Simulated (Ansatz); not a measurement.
A nudged elastic band was laid between two geometries of AlClH$_{4}$OS (8 atoms, charge 0, multiplicity 1).

All numbers below come from RKS B3LYP-D4/6-31G* (Ansatz).

```
movable images  : 7
climbing image  : yes
spring          : 5.0 eV/Å²
optimiser       : quadratic models (default)
start path      : through a guess of the saddle point
force threshold : 0.03 eV/Å
iteration limit : 50
end points      : relaxed
```

Initial state:

```xyz
8
Properties=species:S:1:pos:R:3
Al -0.044 -0.020 0.111
Cl 0.111 -1.019 2.013
O 1.350 -0.078 -0.894
H 2.118 -0.591 -0.615
H -1.475 0.141 -0.523
S 0.196 2.409 0.976
H 1.285 2.219 1.749
H -0.658 2.338 2.018
```

Final state:

```xyz
8
Properties=species:S:1:pos:R:3
Al 0.083 0.607 -0.132
Cl -0.524 -0.479 2.482
O 1.664 0.007 -0.404
H 1.809 -0.838 -0.846
H -1.229 0.031 -0.787
S 0.066 2.609 0.841
H 1.411 2.665 0.966
H -0.398 0.797 2.715
```

(1) Which bonds break or form, and what moves?

(2) What energy profile does the band end with?

(3) What is the geometry of the highest image?

(4) What are the harmonic wavenumbers there?

Answers

(1) Bonds broken: Al1–Cl2, S6–H8. Bonds formed: Cl2–H8. AlClH4OS becomes AlH3OS + ClH.

(2) The forces met the threshold. The highest image is number 7 of 0 to 8, 0.98 eV above the first end and 0.05 eV above the last; the last end lies 0.93 eV above the first. A vibrational analysis at the climbing image gives one clearly imaginary mode, 276i cm⁻¹: a first-order saddle point. The orbitals stay closed-shell, which can raise the energy where a bond breaks towards radicals; this wasn't checked here.

```json
{"image": "0", "path coordinate (Å)": "0.00", "energy (eV)": "0.00", "Al1–Cl2 (Å)": "2.15", "S6–H8 (Å)": "1.35", "Cl2–H8 (Å)": "3.44"}
{"image": "1", "path coordinate (Å)": "0.44", "energy (eV)": "0.01", "Al1–Cl2 (Å)": "2.15", "S6–H8 (Å)": "1.35", "Cl2–H8 (Å)": "3.34"}
{"image": "2", "path coordinate (Å)": "0.88", "energy (eV)": "0.02", "Al1–Cl2 (Å)": "2.15", "S6–H8 (Å)": "1.35", "Cl2–H8 (Å)": "3.28"}
{"image": "3", "path coordinate (Å)": "1.32", "energy (eV)": "0.02", "Al1–Cl2 (Å)": "2.15", "S6–H8 (Å)": "1.35", "Cl2–H8 (Å)": "3.23"}
{"image": "4", "path coordinate (Å)": "1.77", "energy (eV)": "0.03", "Al1–Cl2 (Å)": "2.16", "S6–H8 (Å)": "1.35", "Cl2–H8 (Å)": "2.90"}
{"image": "5", "path coordinate (Å)": "2.21", "energy (eV)": "0.17", "Al1–Cl2 (Å)": "2.19", "S6–H8 (Å)": "1.36", "Cl2–H8 (Å)": "2.36"}
{"image": "6", "path coordinate (Å)": "2.65", "energy (eV)": "0.62", "Al1–Cl2 (Å)": "2.32", "S6–H8 (Å)": "1.50", "Cl2–H8 (Å)": "1.85"}
{"image": "7", "path coordinate (Å)": "3.09", "energy (eV)": "0.98", "Al1–Cl2 (Å)": "2.54", "S6–H8 (Å)": "1.93", "Cl2–H8 (Å)": "1.42"}
{"image": "8", "path coordinate (Å)": "3.79", "energy (eV)": "0.93", "Al1–Cl2 (Å)": "2.89", "S6–H8 (Å)": "2.65", "Cl2–H8 (Å)": "1.30"}
```

(3) 
```xyz
8
Properties=species:S:1:pos:R:3:forces:R:3
Al 0.007 0.452 0.007 0.00 0.00 0.00
Cl -0.397 -0.380 2.368 0.00 0.00 0.00
O 1.618 0.040 -0.402 0.00 0.00 0.00
H 1.833 -0.787 -0.849 0.00 0.00 0.00
H -1.301 0.001 -0.741 0.00 0.00 0.00
S 0.009 2.506 1.036 0.00 0.00 0.00
H 1.356 2.537 1.156 0.00 0.00 0.00
H -0.242 1.032 2.262 0.00 0.00 0.00
```

(4) 276i, 139, 162, 230, 246, 304, 412, 478, 565, 624, 651, 708, 796, 864, 1462, 1991, 2675, 3846 cm⁻¹.

Run time: 8.6 min on 1 thread of Arm Neoverse V1, on a shared host, peak memory 0.16 GiB.
